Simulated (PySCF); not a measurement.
Species: C4H9OSi (doublet state).
Cartesian coordinates in Å at the GFN2-xTB level; atoms count from 1:
```
atom  x, y, z in Å
C1     3.064   -0.264   -0.127
C2     1.663   -0.683    0.132
C3     0.594    0.175    0.110
C4    -0.712   -0.195    0.348
O5    -1.702    0.709    0.308
Si6   -3.310    0.623    0.532
H7     3.121    0.802   -0.335
H8     3.698   -0.488    0.733
H9     3.479   -0.809   -0.978
H10    1.497   -1.728    0.349
H11    0.769    1.221   -0.106
H12   -0.979   -1.219    0.573
H13   -3.645    2.020    0.317
H14   -3.920   -0.292   -0.436
H15   -3.621    0.137    1.880
```

The hyperfine couplings belong to this conformer and change with its torsions.

As a line formula: `C/C=C/[CH]O[SiH3]` [radical].

Theory: UKS B3LYP, pcH-1 on C H O Si, non-relativistic, mean-field spin-orbit, GIAO in PySCF. Geometry: GFN2-xTB, one conformer, isolated molecule. A GFN2-xTB geometry isn't a minimum of the functional, and hyperfine couplings can be far from their values at a DFT geometry. Stability of the SCF solution: not tested. ⟨S²⟩ is 0.774 where a pure state has 0.75.

Task: Give the principal g shifts and their parts.

Result: 
```tsv
Δg (ppm)	1	2	3
relativistic mass correction	-170	-170	-170
gauge correction	-3	39	37
orbital Zeeman/spin–orbit	-22	1029	1424
total	-196	897	1291
```

So g = 2.00212, 2.00322, 2.00361 and g_iso = 2.00298; the tensor is rhombic: the two nearest values differ by 26 % of g3 − g1. Axes: g3 points within 5° of the C3–C4 bond.

Task: What are the electron Larmor frequencies g μB B/h along the three axes at 330 mT?

Result: 9.2473, 9.2524, 9.2542 GHz for g1, g2 and g3, a range of 6.9 MHz.

Task: What effective moment and Curie constant follow for a powder?

Result: With the mean of g² = 4.0119 and S(S+1) = 0.75: μ_eff = √(⟨g²⟩S(S+1)) = 1.735 μB and χT = 0.12505·⟨g²⟩·S(S+1) = 0.376 cm³ K/mol (cgs; spin-Hamiltonian part alone).

Task: In a frozen sample, at which fields do the three g values resonate at 9.5, 34, 94 and 263 GHz (hyperfine left aside), and which band first spreads them over more than twice a line width of 1.0 mT?

Result: 
```
band    GHz  B(g3) mT  B(g2) mT  B(g1) mT  spread mT
   X    9.5    338.77    338.83    339.02       0.25
   Q   34.0   1212.42   1212.66   1213.32       0.90
   W   94.0   3351.99   3352.65   3354.48       2.49
   J  263.0   9378.45   9380.29   9385.41       6.96
```

The spread grows in proportion to the frequency. W band is the first where it exceeds 2.0 mT.

The largest Mulliken spin populations are on C2 (+0.61), C4 (+0.60), C3 (-0.25) and O5 (+0.06). The positive populations add up to 1.35 and the negative ones to -0.35, together 2S = 1. The angles at C2 add up to 360.0°, so it is planar; its axial dipolar tensor and the negative coupling of its proton fit spin in a p orbital normal to that plane.

The HOMO–LUMO gaps are 4.45 eV among the α and 5.75 eV among the β orbitals.

On Arm Neoverse V1, one thread, shared host with 32 logical CPUs at a one-minute load of 41, this took 57 s wall (with the writing of density and orbital grids) and 0.92 GiB of memory at its peak.
